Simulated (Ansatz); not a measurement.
Species: C3H6Si, SMILES `[SiH3]C1C=C1` (charge 0, multiplicity 1).

### Question
Give a relaxed geometry from PBE-D3(BJ)/def2-TZVP run with Ansatz (a program for electronic structure).

### Answer
the end point of this relaxation (outside a Z-matrix the atoms follow the SMILES, hydrogens last).
Bonded distances (Å): Si1–C2 1.880, Si1–H5 1.500, Si1–H6 1.498, Si1–H7 1.500, C2–C3 1.527, C2–C4 1.527, C2–H8 1.102, C3–C4 1.294, C3–H9 1.083, C4–H10 1.083. Angles (°): C2–Si1–H5 111.3, C2–Si1–H6 109.2, C2–Si1–H7 111.3, H5–Si1–H6 108.8, H5–Si1–H7 107.4, H6–Si1–H7 108.8, Si1–C2–C3 122.0, Si1–C2–C4 122.0, Si1–C2–H8 114.7, C3–C2–C4 50.1, C3–C2–H8 116.5, C4–C2–H8 116.5, C2–C3–C4 64.9, C2–C3–H9 144.5, C4–C3–H9 150.5, C2–C4–C3 64.9, C2–C4–H10 144.5, C3–C4–H10 150.5.
